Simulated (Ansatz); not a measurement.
Geometry optimisation, Ansatz 0.2.0, DFT PBE-D3(BJ), scalar-relativistic, plane waves, PAW.

input.yaml

```yaml
accuracy: low
crystal:
  lattice:
    - [0.0, 5.43, 5.43]
    - [5.43, 0.0, 5.43]
    - [5.43, 5.43, 0.0]
  atoms:
    - { symbol: Si, position: [0.0, 0.0, 0.0] }
    - { symbol: Si, position: [0.125, 0.125, 0.125] }
    - { symbol: Si, position: [0.0, 0.0, 0.5] }
    - { symbol: Si, position: [0.125, 0.125, 0.625] }
    - { symbol: Si, position: [0.0, 0.5, 0.0] }
    - { symbol: Si, position: [0.125, 0.625, 0.125] }
    - { symbol: Si, position: [0.0, 0.5, 0.5] }
    - { symbol: Si, position: [0.125, 0.625, 0.625] }
    - { symbol: Si, position: [0.5, 0.0, 0.0] }
    - { symbol: Si, position: [0.625, 0.125, 0.125] }
    - { symbol: Si, position: [0.5, 0.0, 0.5] }
    - { symbol: Si, position: [0.625, 0.125, 0.625] }
    - { symbol: Si, position: [0.5, 0.5, 0.0] }
    - { symbol: Si, position: [0.625, 0.625, 0.125] }
    - { symbol: Si, position: [0.5, 0.5, 0.5] }
    - { symbol: Si, position: [0.625, 0.625, 0.625] }
    - { symbol: Ti, position: [0.8778964, 0.367062, 0.8813221] }
basis:
  ecutwfc: 420.0
kpoints:
  mp_grid: { grid: [2, 2, 2] }
hamiltonian:
  xc: pbe
  dispersion: d3bj
  pseudopotentials: { kind: paw, azcp: { folder: soft_1 } }
scf:
  occupations: { method: fermi_dirac, width: 0.02 }
  lower_state_search: "off"
relax:
  f_tol: 0.08
  max_steps: 25
  adjacent_minimum: "off"
```

Run as:

```bash
$ ansatz run input.yaml --threads 1 --pin off --max-ram 3072MiB --backend cpu --events-out ev --progress --plain --runs-dir out
```

Question: Where does it end, and by what steps?

Answer: It converged. The force dipped under the threshold on the way, but the program's further checks kept it going. Limits of this set-up: coarse k mesh, a small cell, in which the defect meets its images, low accuracy level. After 3 steps the energy has fallen by 0.400 eV; Si5 moved furthest, 0.08 Å.

```tsv
step	energy less start (eV)	largest force component (eV/Å)	accepted
0	0.0000	1.300	yes
1	-0.3740	0.383	yes
2	-0.4002	0.055	yes
3	-0.4002	0.055	yes
```

```xyz
17
Lattice="0.0000 5.4300 5.4300 5.4300 0.0000 5.4300 5.4300 5.4300 0.0000" Properties=species:S:1:pos:R:3
Si -0.043 0.044 -0.043
Si 1.358 1.400 1.357
Si 2.728 2.704 -0.016
Si 4.032 4.075 1.357
Si 2.758 0.046 2.757
Si 4.074 1.359 4.072
Si 5.386 2.675 2.756
Si 6.786 4.076 4.111
Si -0.015 2.704 2.727
Si 1.358 4.075 4.031
Si 2.728 5.448 2.727
Si 4.071 6.792 4.070
Si 2.758 2.675 5.385
Si 4.112 4.076 6.785
Si 5.414 5.449 5.413
Si 6.787 6.751 6.785
Ti 6.788 9.505 6.787
```

Run time: 26 s on 1 thread of Arm Neoverse V1, on a shared host, peak memory 0.55 GiB.
